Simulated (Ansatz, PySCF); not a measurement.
Pulling on the N3–H4 bond in BeH3N (SMILES [BeH][NH2]) (multiplicity 1 held, fragments rigid). Energies count from the point at 1.008 Å.
Geometry at that point (charge 0, multiplicity 1):
```xyz
5

Be    -0.555    -0.103    -0.767
H     -1.331    -0.247    -1.838
N      0.319     0.059     0.441
H      1.045    -0.581     0.723
H      0.271     0.825     1.095
```

U- levels take the lowest unrestricted solution at each point, which mixes spins at long bonds. Left out are points that failed, MP2 points in a non-variational dive below the minimum, coupled-cluster points behind a sign of a changed root (a jump of the amplitudes, or a one-step jump against full CI or MRCI), small-basis points behind a change of solution, and semi-empirical points at long bonds. Levels need not reach the same state.

Cores are frozen in the correlated methods. Rows in 6-31G* carry no dispersion term and start afresh at each structure (6-31G* with six Cartesian d functions).

Codes used: Ansatz (a program for electronic structure) with Gaussian orbitals; PySCF for 6-31G* rows. 

Energies in kcal/mol.

| R (Å) | R-HF/6-31G* | U-HF/cc-pVTZ | R-BP86/6-31G* | U-wB97X-V/cc-pVTZ | U-SCS-MP2/cc-pVTZ |
|---|---|---|---|---|---|
| 0.806 | 33.5 | 31.5 | 37.6 | 34.3 | 33.9 |
| 0.907 | 5.9 | 5.3 | 8.2 | 6.7 | 6.6 |
| 1.008 | 0.0 | 0.0 | 0.0 | 0.0 | 0.0 |
| 1.109 | 5.7 | 6.0 | 3.1 | 4.4 | 4.6 |
| 1.210 | 17.3 | 17.8 | 12.0 | 14.7 | 14.9 |
| 1.361 | 39.4 | 40.3 | 29.8 | 34.9 | 34.8 |
| 1.512 | 62.5 | 63.8 | 48.7 | 56.4 | 58.8 |
| 1.764 | 98.5 | 86.6 | 77.4 | 89.7 | 104.7 |
| 2.016 | 129.4 | 95.1 | 100.8 | 112.6 | 121.1 |
| 2.319 | 159.6 | 93.8 | 122.0 | 122.5 | 124.6 |
| 2.722 | 190.2 | 91.3 | left out | 121.1 | 122.8 |
| 3.226 | 216.6 | 90.3 | left out | 120.5 | 122.2 |

Doubts at one or more of the structures used: a restricted determinant that unrestricted orbitals would lower (R-HF/6-31G*, R-BP86/6-31G*); a spin-contaminated determinant (U-HF/cc-pVTZ, U-wB97X-V/cc-pVTZ, U-SCS-MP2/cc-pVTZ).
